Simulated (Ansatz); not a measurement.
Cost and result up the ladder for the cluster Pt₄H₇ (the lowest doublet isomer of a short search) (11 atoms). The state is a doublet with charge 0. Geometry: r2SCAN-D4/def2-SVP.

```xyz
11

Pt   -0.376   -1.076    1.303
Pt    0.319    1.323    0.252
Pt   -1.157   -0.631   -1.188
Pt    1.416   -0.772   -0.833
H    -2.115    0.549   -0.964
H     1.818   -0.445   -2.289
H     1.386    2.109    1.033
H    -0.113   -0.978    2.829
H    -2.682   -0.966   -1.205
H     0.969   -1.675    1.717
H     0.536    2.563   -0.654
```

Ansatz on 4 threads of Arm Neoverse V1 on a shared host. Times are rough, and most runs start from the orbitals of an earlier one. PBE0-D4/def2-TZVP serves as the yardstick here, not as an exact answer. Differences are given only for rows in sets of like size (and for xTB, whose basis is part of the method), since another set adds its own error. Binding counts from free atoms at the same level (Pt triplet, H doublet; other spins of the atoms weren't run), without zero-point energy or a counterpoise term.

In the def2 sets Pt takes a core potential; there is no spin–orbit coupling. Correlated methods freeze no core orbitals; core or outer-core shells of Pt are correlated, in sets that lack core-valence functions. No other spin state of charge 0 was run. The structure comes from a short search, and lower isomers may exist.

Correlated methods converge slowly with the basis.

```
                         level  functions  wall time  binding energy per atom (eV)  difference from PBE0-D4/def2-TZVP (eV)                        remarks
               PBE-D4/def2-SVP        163        7 s                          2.84                                       –                              –
PBE-D4/def2-TZVP (with forces)        202        9 s                          2.91                                    0.19                              –
              PBE0-D4/def2-SVP        163      9.5 s                          2.65                                       –                              –
                 MP2/def2-TZVP        202       14 s                          2.92                                    0.20  spin-contaminated (⟨S²⟩ 0.85)
             PBE0-D4/def2-TZVP        202       15 s                          2.72                                    0.00                              –
           r2SCAN-D4/def2-TZVP        202       18 s                          2.93                                    0.21                              –
                  HF/def2-TZVP        202       21 s                          1.42                                   -1.31  spin-contaminated (⟨S²⟩ 0.85)
              B97M-V/def2-TZVP        202       33 s                          2.75                                    0.03                              –
```
